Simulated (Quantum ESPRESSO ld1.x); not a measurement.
Question: Radial electron density D(r) = 4 pi r^2 rho(r) of an atom or ion with 21 electrons. Method: Dirac Kohn-Sham, PW91, spin-unpolarised, spherical densities, point nucleus; computed with ld1.x of Quantum ESPRESSO 7.5.

r (bohr)  D(r) (e/bohr)
0.002857          2.024
0.003196          2.465
0.003574          2.995
0.003998          3.629
0.004508          4.442
0.005042          5.345
0.005639          6.406
0.006308          7.645
0.007055          9.079
0.007891          10.72
0.008897          12.73
0.009952          14.83
0.01113           17.15
0.01245           19.67
0.01393           22.34
0.01558           25.11
0.01756           28.09
0.01964           30.78
0.02197           33.24
0.02458           35.35
0.02749           36.96
0.03099           38.00
0.03467           38.25
0.03877           37.79
0.04337           36.71
0.04851           35.20
0.05426           33.52
0.06118           31.96
0.06843           31.13
0.07654           31.22
0.08561           32.42
0.09575           34.67
0.1071            37.62
0.1208            40.90
0.1351            43.24
0.1511            44.11
0.169             42.99
0.189             39.76
0.2131            34.44
0.2384            28.70
0.2666            23.40
0.2982            19.60
0.3335            17.90
0.3731            18.18
0.4206            19.80
0.4705            21.32
0.5262            21.74
0.5886            20.47
0.6584            17.57
0.7364            13.64
0.8303            9.252
0.9287            5.730
1.039             3.148
1.162             1.523
1.3              0.6449
1.454            0.2365
1.639           0.06709
1.833           0.01704
2.05           0.003553

What is the nuclear charge?

Answer: Z = 31. The innermost maximum, from 1s, lies near gamma/Z bohr with gamma = sqrt(1 - (Z/c)^2) = 0.974, here 0.0314 bohr (found: 0.0341), and its height grows with Z. The density is that of the gallium ion Ga10+ in [Ar] 3d3; the configuration itself is not fixed sharply by these data, and Z only to about a unit. D(r) has 3 maxima, at r = 0.0341, 0.151, 0.514 bohr, and minima at 0.0718, 0.347 bohr, inside which lie 2.10, 10.73 electrons.
